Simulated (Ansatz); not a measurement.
```yaml
crystal:
  periodic: [false, false, false]
  atoms:
    - {symbol: O, position_ang: [-0.691376, -1.769549, -0.399049]}
    - {symbol: W, position_ang: [0.067272, -0.111707, -0.086222]}
    - {symbol: O, position_ang: [1.179927, -0.525941, 1.331678]}
    - {symbol: O, position_ang: [-0.785948, 0.742535, -1.427696]}
    - {symbol: Cl, position_ang: [0.793760, 2.138657, 0.422466]}
    - {symbol: Cl, position_ang: [-1.784444, 0.216113, 1.321650]}
    - {symbol: Cl, position_ang: [1.775720, -0.652501, -1.512194]}
    - {symbol: H, position_ang: [-1.488334, -2.072395, 0.067075]}
    - {symbol: D, position_ang: [1.655669, 0.133823, 1.883490]}
    - {symbol: H, position_ang: [-0.806100, 1.808736, -1.640041]}
basis:
  gaussian: {orbitals: x2c-TZVPPall}
hamiltonian: {xc: {name: CAM-B3LYP}, dispersion: d3bjatm}
output: {forces: true}
```

```sh
$ ansatz run in.yaml --threads 2 --pin off --events-out ev --progress --plain --max-ram 32768MiB --backend cpu
```

It prints (some lines left out):

```
Error: YAML parse error: error: line 12 column 16: `D` is not an element symbol (H … Og, case-exact)
10 |     - {symbol: Cl, position_ang: [1.775720, -0.652501, -1.512194]}
11 |     - {symbol: H, position_ang: [-1.488334, -2.072395, 0.067075]}
12 |     - {symbol: D, position_ang: [1.655669, 0.133823, 1.883490]}
13 |     - {symbol: H, position_ang: [-0.806100, 1.808736, -1.640041]}
14 | basis:
```

Question: What is wrong with this run?

Answer: An element symbol is wrong. The input was rejected before any iteration.
